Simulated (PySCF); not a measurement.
Computed IR spectrum (relative IR intensity) of a molecule C₂H₈N₂Si. Coordinates come from a r2SCAN-D4/def2-SVP optimisation. The values are those of a single conformer. Computed with r2SCAN-D4/def2-SVP (PySCF). Frequencies are harmonic and unscaled.

Lines under 2 % of the strongest are left out, and lines within 2 cm⁻¹ are merged.

ν (cm⁻¹): 78 (vw), 143 (w), 174 (w), 197 (w), 267 (m), 280 (s), 311 (s), 374 (m), 413 (m), 526 (w), 640 (w), 729 (w), 758 (w), 824 (m), 876 (s), 886 (vs), 938 (s), 974 (m), 998 (m), 1053 (w), 1405 (w), 1534 (m), 1538 (m), 1659 (vw), 2201 (vs), 3100 (w), 3117 (vw), 3198 (w), 3578 (w), 3585 (w), 3683 (w), 3689 (m) (against the strongest line: vs over 80 %, s over 45 %, m over 15 %, w over 4 %, vw less)

### Question
Pick the molecule that these values belong to.
A) N[SiH]1CNC1
B) C1CN[SiH2]N1
C) NC/C=N/[SiH3]
D) C=C[SiH](N)N

### Answer
D, C=C[SiH](N)N
